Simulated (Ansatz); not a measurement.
The cluster Al3Cl, relaxed as a singlet with RKS PBE-D4/def2-TZVP in Ansatz, starting from the GFN2-xTB geometry. Force threshold 0.02 eV/Å.

The restricted singlet is unstable: a solution with broken spin symmetry lies lower. The order of the spin states hangs on the level: the triplet lies 0.07 eV below the singlet at PBE0-D4/def2-TZVP, but 0.01 eV above it at PBE-D4/def2-TZVP. The structure comes from a short search, and lower isomers may exist.

Start:

```xyz
4

Al   -0.224   -0.412    0.403
Al   -0.120    2.066   -0.464
Al    1.276    0.171   -1.679
Cl   -0.932   -1.825    1.740
```

| step | energy (eV) | largest force component (eV/Å) | SCF passes |
| --- | --- | --- | --- |
| 1 | -32298.6906 | 0.840 | 20 |
| 2 | -32298.8442 | 0.188 | 21 |
| 3 | -32298.8487 | 0.056 | 22 |
| 4 | -32298.8498 | 0.009 | 23 |

Force components are those of the run's own axes.

End:

```
atom   x (Å)   y (Å)   z (Å)
 Al1  -0.209  -0.404   0.388
 Al2  -0.060   1.987  -0.518
 Al3   1.218   0.260  -1.633
 Cl4  -0.949  -1.843   1.763
```

By distances, no bond broke or formed. The bond that changes most is Al2–Al3, from 2.65 to 2.42 Å (atoms count from 1).

No frequencies were taken in this run, so the end may be a saddle point.

Hardware: 4 threads of Arm Neoverse V2 on a shared host. Wall time 3 s.
